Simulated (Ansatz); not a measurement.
Basis sets compared for (NaI)2 ring (Na₂I₂). Total charge 0; singlet. Geometry PBE0-D4/def2-SVP. Ansatz on 4 threads of Arm Neoverse V1 on a shared host; times are rough, and most runs start from earlier orbitals.

```xyz
4

Na   -1.237   -1.120    0.446
I     0.924   -1.601   -1.459
Na    1.237    1.120   -0.446
I    -0.924    1.601    1.458
```

In the def2 sets I takes a core potential; there is no spin–orbit coupling.

| level | functions | energy (Eh) | HOMO (eV) | LUMO (eV) | wall time |
| --- | --- | --- | --- | --- | --- |
| PBE-D4/def2-SVP | 82 | -919.8169 | -5.46 | -1.73 | 0.85 s |
| PBE-D4/def2-TZVP | 164 | -919.9556 | -5.57 | -1.78 | 1.8 s |
| r2SCAN-D4/def2-TZVP | 164 | -920.3924 | -5.82 | -1.15 | 3.3 s |
| PBE0-D4/def2-SVP | 82 | -919.9079 | -6.57 | -1.18 | 1.4 s |
| PBE0-D4/def2-TZVP (with forces) | 164 | -920.0432 | -6.64 | -1.22 | 3.8 s |

(1) Estimate the rows for PBE-D4/def2-TZVPD, r2SCAN-D4/def2-TZVPD, PBE0-D4/def2-TZVPD.

## Answers

(1) 
```csv
level,functions,energy (Eh),HOMO (eV),LUMO (eV),wall time
PBE-D4/def2-TZVPD,188,-919.9562,-5.58,-1.79,2.5 s
r2SCAN-D4/def2-TZVPD,188,-920.3927,-5.83,-1.16,4.4 s
PBE0-D4/def2-TZVPD,188,-920.0436,-6.65,-1.23,3.7 s
```
